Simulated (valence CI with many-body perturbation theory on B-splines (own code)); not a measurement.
Values are calculated unless marked as measured or tabulated.
A CI+MBPT run for La

The program does CI of the valence electrons with many-body perturbation theory for a frozen closed Dirac-Fock core.

Command, and the settings that its task file holds:

```sh
python run_cv.py task.json out
```

```
atom La  Z=57  mass_number=139  rms_radius_fm=4.8550
core [Xe]
valence 5d1 6s3
avg = 1
basis = S
breit = 1
cap = 10000
capref = 1200
cscale = 1
de = 0.0
dress = 0
eps = 2e-08
extrap = 1
h = 0.27
hh = 1
l2 = 3
lcore = 6
maxit = 60
n2 = 5
natural = 1
nlev = 20
nno = [2, 2, 3, 3, 2]
nroot = 26
nsp = [3, 3, 2, 2, 0]
pt2 = 1
qed = 1
rpa = 1
s1 = 1
s2 = 1
s3 = 1
screen = 1
tol = 2e-05
whole = 1
```

(1) What became of the run, and why?

Answers

(1) It gave no result: a shell was given more electrons than it holds. The program said: "a valence shell holds more than 4l+2 electrons".
